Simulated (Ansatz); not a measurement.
Coupled-cluster diagnostics for HfAl6, Ansatz.

Geometry of the singlet (r2SCAN-D4/def2-SVP):

Cartesian coordinates in Å:
```
Hf 1.6104 0.0117 1.0200
Al -1.6923 -0.7365 -1.2580
Al 0.1543 1.0606 -1.2086
Al -0.3171 -1.9479 0.7881
Al 0.9785 -1.3795 -1.2778
Al 0.4711 2.5222 0.9705
Al -1.2048 0.4693 0.9658
```

In the def2 sets Hf takes a core potential; there is no spin–orbit coupling. Correlated methods freeze 30 core orbitals; core or outer-core shells of Hf are correlated, in sets that lack core-valence functions. The structure comes from a short search, and lower isomers may exist.

(1) Estimate the CCSD(T) correlation energy, the shares of MP2 and (T), T1 and the reference's ⟨S²⟩ for: charge 0, singlet, own geometry in def2-TZVP; and the rough time on 4 threads of Arm Neoverse V1 on a shared host.

Answers

(1) 
```json
{"state": "charge 0, singlet, own geometry", "basis": "def2-TZVP", "correlation (eV)": "-24.380", "MP2 share (%)": "99.2", "(T) share (%)": "10.9", "T1": "0.034", "⟨S²⟩ (pure)": "0.00 (0.00)", "wall time": "3.3 min", "remarks": "restricted SCF unstable"}
```
Customary marks for T1 are 0.02 (closed shells), 0.045 (open shells) and about 0.05 (3d metals). T1 exceeds 0.02 in 1 of 1 rows and 0.045 in 0; the higher it lies, the less the single-reference result can be trusted.
